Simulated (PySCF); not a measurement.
Simulated absorption spectrum

C₅H₉NSi.
Structure used (PBE0-D3(BJ)/def2-SVP), in Å, numbered top down from 1:
```
atom  x, y, z in Å
C1    -2.2420    2.1707    0.0594
N2    -1.5883    1.2085   -0.4279
Si3   -0.9658   -0.1377    0.5250
C4    -1.6388   -1.7202   -0.2003
C5     0.8590   -0.1094    0.4237
C6     2.0768   -0.1134    0.3622
C7     3.5256   -0.1125    0.2871
H8    -2.4872    2.2842    1.1391
H9    -2.6185    2.9828   -0.5920
H10   -1.3711    0.0098    1.9645
H11   -1.3841   -1.7783   -1.2692
H12   -1.2080   -2.5953    0.3093
H13   -2.7344   -1.7602   -0.1004
H14    3.9143   -1.1307    0.1292
H15    3.8745    0.5148   -0.5481
H16    3.9703    0.2805    1.2148
```

Theory: TDDFT wB97X-D/def2-SVPD, vertical, gas phase, core orbitals frozen in the response (PySCF 2.14.0, density-fitted response routines).

Computed states:

```tsv
state	E (eV)	f
S1	4.15	0.0002
S2	5.87	0.0007
S3	6.15	0.0063
S4	6.21	0.0006
S5	6.77	0.035
S6	7.04	0.020
S7	7.08	0.0071
S8	7.26	0.096
S9	7.42	0.035
S10	7.49	0.016
```

Broadening: Gaussians 0.3 eV wide at half height, area fixed by f = 4.319×10⁻⁹ ∫ε dν̃. The width is an assumption, not a result. The curve ends short of the highest state used, and states not computed would add to its high-energy end.

(1) What does the envelope look like, and where are its maxima?

(2) On this curve, what absorbance would a 10⁻⁴ mol/L sample give at 193 nm over a 1 cm path?

(3) Coming from long wavelengths, where does ε first pass 100 L mol⁻¹ cm⁻¹?

(4) Does any computed singlet lie in the visible range?

## Answers

(1) 
| E (eV) | ε (L mol⁻¹ cm⁻¹) |
| --- | --- |
| 3.70 | 0 |
| 3.83 | 1 |
| 3.97 | 6 |
| 4.11 | 15 |
| 4.25 | 11 |
| 4.39 | 2 |
| 4.53 | 0 |
| 4.67 | 0 |
| 4.81 | 0 |
| 4.94 | 0 |
| 5.08 | 0 |
| 5.22 | 0 |
| 5.36 | 0 |
| 5.50 | 1 |
| 5.64 | 13 |
| 5.78 | 57 |
| 5.92 | 166 |
| 6.06 | 478 |
| 6.19 | 600 |
| 6.33 | 259 |
| 6.47 | 220 |
| 6.61 | 1400 |
| 6.75 | 3246 |
| 6.89 | 3262 |

Maxima: 299 nm (4.14 eV), ε about 15, made up of S1 (100%); 201 nm (6.16 eV), ε about 620, made up of S3 (91%); 182 nm (6.80 eV), ε about 3400, made up of S5 (89%) (ε in L mol⁻¹ cm⁻¹; maxima over ε = 5, shares over 10%).

(2) 193 nm is 6.424 eV, where ε is about 150 L mol⁻¹ cm⁻¹, so A = ε c l ≈ 0.015 (Beer–Lambert, with the gas-phase spectrum and the assumed width).

(3) At about 212 nm (5.86 eV), 1.71 eV above S1.

(4) No computed singlet lies in the visible range (380 to 750 nm); the lowest, at 299 nm, stands 0.88 eV above its violet end (3.26 eV).

The vertical ionisation energy (ΔSCF) is 9.05 eV, 1.56 eV above S10.

The run took 3.5 min (with the writing of density and orbital grids) on one thread of an Intel Xeon 6975P-C, shared host with 128 logical CPUs at a one-minute load of 74, and the process peaked at 0.96 GiB of memory.

One conformer stands for the species.
